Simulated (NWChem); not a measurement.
Species: BHOICl; SMILES OB(Cl)I

```xyz
5

B      0.4677    -0.9975     0.0000
Cl    -0.7534    -2.2696     0.0000
I     -0.1071     1.0578     0.0000
O      1.7732    -1.2825     0.0000
H      1.9591    -2.2303     0.0000
```
Atoms are numbered in this order, from 1.

All runs: NWChem. Structure relaxed at the PBE0/def2-SVP level. def2 effective core potentials on I; no spin-orbit coupling. Ions are spin-unrestricted doublets at the neutral geometry; other ion states weren't tried.

Order these by “−ε(HOMO) (eV)”, lowest first: LRC-wPBEh/def2-SVP; CAM-B3LYP/def2-SVP; B3LYP/def2-SVP; PBE/def2-SVP.

PBE/def2-SVP (6.30), B3LYP/def2-SVP (7.19), CAM-B3LYP/def2-SVP (8.71), LRC-wPBEh/def2-SVP (9.36)
